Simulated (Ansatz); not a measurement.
`[F][Ga]([SH])[Br]` + `CNBBr` → `[SH][Ga]([Br])[Br]` + `CNBF`  (redistribution)

Gas-phase electronic energies from Ansatz, PBE0-D4/def2-TZVP geometries. CCSD(T)/CBS is the MP2 limit (def2-TZVPP, def2-QZVPP) plus CCSD(T) − MP2 in def2-TZVPP, frozen cores. This one scheme is used for every species. DFT in def2-TZVPP. B3LYP here is the variant with VWN-RPA as its local correlation; programs differ in this. HSE06 is defined as in plane-wave codes. For Br, Ga outer-core shells are correlated without core-valence functions, which leaves a few kJ/mol of doubt a bond. Scalar relativity is left out up to krypton. Each species was taken in one conformer, which may not be the lowest.

```json
{"level": "LDA (SPW92)", "ΔE (kcal/mol)": "-22.9", "difference from CCSD(T)/CBS": "-0.5"}
{"level": "B97M-V", "ΔE (kcal/mol)": "-22.7", "difference from CCSD(T)/CBS": "-0.3"}
{"level": "B3LYP-D4", "ΔE (kcal/mol)": "-23.8", "difference from CCSD(T)/CBS": "-1.4"}
{"level": "HSE06-D4", "ΔE (kcal/mol)": "-23.5", "difference from CCSD(T)/CBS": "-1.1"}
{"level": "BHLYP-D4", "ΔE (kcal/mol)": "-25.8", "difference from CCSD(T)/CBS": "-3.4"}
{"level": "CAM-B3LYP-D4", "ΔE (kcal/mol)": "-23.6", "difference from CCSD(T)/CBS": "-1.2"}
{"level": "ωB97M-V", "ΔE (kcal/mol)": "-23.1", "difference from CCSD(T)/CBS": "-0.7"}
{"level": "HSE06", "ΔE (kcal/mol)": "-23.2", "difference from CCSD(T)/CBS": "-0.8"}
{"level": "BHLYP", "ΔE (kcal/mol)": "-24.9", "difference from CCSD(T)/CBS": "-2.5"}
{"level": "RPA@PBE/def2-TZVPP", "ΔE (kcal/mol)": "-21.4", "difference from CCSD(T)/CBS": "1.0"}
{"level": "CCSD/def2-SVP", "ΔE (kcal/mol)": "-23.2", "difference from CCSD(T)/CBS": "-0.8"}
{"level": "CCSD(T)/def2-SVP", "ΔE (kcal/mol)": "-22.8", "difference from CCSD(T)/CBS": "-0.4"}
{"level": "HF/def2-TZVPP", "ΔE (kcal/mol)": "-26.5", "difference from CCSD(T)/CBS": "-4.1"}
{"level": "CCSD(T)/def2-TZVPP", "ΔE (kcal/mol)": "-22.3", "difference from CCSD(T)/CBS": "0.1"}
{"level": "SCS-MP2/def2-QZVPP", "ΔE (kcal/mol)": "-21.7", "difference from CCSD(T)/CBS": "0.7"}
{"level": "HF/CBS(def2)", "ΔE (kcal/mol)": "-25.9", "difference from CCSD(T)/CBS": "-3.5"}
{"level": "CCSD(T)/CBS", "ΔE (kcal/mol)": "-22.4", "difference from CCSD(T)/CBS": "0"}
```

Largest T1 diagnostic among the species: 0.012.

From BLYP to BHLYP (50 % exact exchange), in def2-TZVPP and without D4, ΔE moves by −3.0 kcal/mol. Leaving LDA and LC-ωPBE aside and taking each functional with its dispersion term where it has one, the values, not all of them listed here, spread over 4.8 kcal/mol, from BHLYP-D4 to revPBE-D4. LDA lies −1.4 kcal/mol from PBE without D4.

CCSD(T)/CBS has its own doubt, a few kJ/mol and more with outer-core shells, so smaller differences from it don't rank the levels.
